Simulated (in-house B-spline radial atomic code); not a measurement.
RPA and G0W0 for neutral arsenic, [Ar] 3d10 4s2 4p3, highest spin, as one setting changes: the radius of a hard wall (bohr). Start: PBE. A dash marks a level of low quasi-particle weight. Computed with an all-electron radial atomic-structure program (B-spline basis): all electrons, non-relativistic, point nucleus, each spin shell either full or empty, empty states to l = 9 with an (l + 1/2)⁻⁴ tail; G0W0 by contour deformation at full frequency.

| radius of a hard wall (bohr) | mean-field level (eV) | G0W0 level (eV) | RPA correlation (Eh) |
| --- | --- | --- | --- |
| 2 | 68.52 | 4p up 59.22 | -2.5568 |
| 2.5 | 28.390 | 4p up 20.651 | -2.5026 |
| 3 | 11.787 | 4p up 5.062 | -2.4625 |
| 3.5 | 3.823 | 4p up -2.193 | -2.4352 |
| 4 | -0.364 | 4p up -5.862 | -2.418 |
| 5 | ? | ? | ? |
| 6 | ? | ? | ? |
| 8 | -5.866 | 4p up -9.803 | -2.3952 |
| 12 | -5.954 | - | -2.3947 |

(1) What belongs in the row for 5?

(2) What belongs in the row for 6?

Answers

(1) mean-field level (eV): -4.018; G0W0 level (eV): 4p up -8.825; RPA correlation (Eh): -2.4021.

(2) mean-field level (eV): -5.259; G0W0 level (eV): 4p up -9.642; RPA correlation (Eh): -2.3972.
